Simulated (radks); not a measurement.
Hf+, 71 electrons, occupied as [Xe] 4f13.5 5d1.5 6s2 (fractional occupations, a model configuration).

Calculated with a radial shooting solver on a logarithmic mesh with Libxc functionals: scalar-relativistic Kohn-Sham, LDA (Slater exchange, Perdew-Wang correlation), spin-polarised, spherical densities, finite nucleus; open shells are filled with parallel spins first (spin-orbit coupling, left out, can overturn this in heavy ions); Fermi nuclear charge, rms radius 5.347 fm.

Energy parts (Ry):
| part | energy |
|---|---|
| total | -30133.2096 |
| kinetic | 32997.4997 |
| electron-nucleus | -74276.2418 |
| Hartree | 11741.5694 |
| exchange-correlation | -596.0369 |

Orbitals (lengths in bohr, moments of r in powers of bohr; r(90%) holds 90 % of the orbital's charge):
orbital,occ.,eigenvalue (Ry),<1/r>,<r^2>,r(90%)
1s up,1,-4793.786,83.71,0.0004958,0.0345
1s down,1,-4793.786,83.71,0.0004958,0.0345
2s up,1,-820.8240,19.55,0.007652,0.125
2s down,1,-820.8190,19.55,0.007652,0.125
2p up,3,-721.3411,17.85,0.006288,0.117
2p down,3,-721.3370,17.85,0.006288,0.117
3s up,1,-187.8254,7.230,0.04988,0.306
3s down,1,-187.8041,7.231,0.04987,0.306
3p up,3,-158.0925,6.708,0.05048,0.312
3p down,3,-158.0710,6.708,0.05047,0.312
3d up,5,-122.7728,6.348,0.04191,0.294
3d down,5,-122.7546,6.348,0.04190,0.294
4s up,1,-38.63195,3.070,0.2476,0.673
4s down,1,-38.59168,3.069,0.2477,0.673
4p up,3,-28.86034,2.796,0.2817,0.724
4p down,3,-28.82098,2.795,0.2817,0.724
4d up,5,-16.21556,2.481,0.3313,0.803
4d down,5,-16.17637,2.480,0.3313,0.803
4f up,7,-2.25822,1.941,0.5629,1.12
4f down,6.5,-2.21528,1.943,0.5602,1.11
5s up,1,-5.81277,1.185,1.423,1.62
5s down,1,-5.75789,1.188,1.418,1.62
5p up,3,-3.45913,0.9927,1.978,1.93
5p down,3,-3.39572,0.9954,1.970,1.93
5d up,1.5,-0.89044,0.6260,5.098,3.25
5d down,0,-0.82348,0.6196,5.297,3.33
6s up,1,-0.92858,0.4186,10.26,4.38
6s down,1,-0.88309,0.4093,10.69,4.48

The highest occupied level is 6s down at -12.015 eV. The density falls to 0.001 e/bohr^3 at r = 4.54 bohr. The electron density at the nucleus is 1.277e+06 e/bohr^3 (large components only). The spin density at the nucleus is -0.014 e/bohr^3 (1s -0.036, 2s -0.516, 3s -2.080, 4s 0.829, 5s -3.201, 6s 4.991).
